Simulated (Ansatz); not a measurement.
This Ansatz (a program for electronic structure) input (CCSD(T)/6-311+G**) gives -100.28481 Eh with 28 basis functions. A basis named .json is the Basis Set Exchange file of that set (core-valence sets with the plain set on hydrogen).

Ansatz 0.2 input:
```yaml
crystal:
  periodic: [false, false, false]
  atoms:
    - {symbol: F, position_ang: [-0.11089081, 0.05778571, -0.70311137]}
    - {symbol: H, position_ang: [0.25696408, 0.21706395, 0.13368006]}
basis:
  gaussian:
    orbitals: 6-311+G__.json
magnetization: {spin_polarized: false}
correlation: {method: ccsd_t, electrons: outside_noble_gas}
```

Change:
```diff
- orbitals: 6-311+G__.json
+ orbitals: def2-QZVPPD.json
```

**Question.** What does the run give now?

**Answer.** -100.37552 Eh (CCSD(T)/def2-QZVPPD, 99 functions), a change of -90.71 mEh.
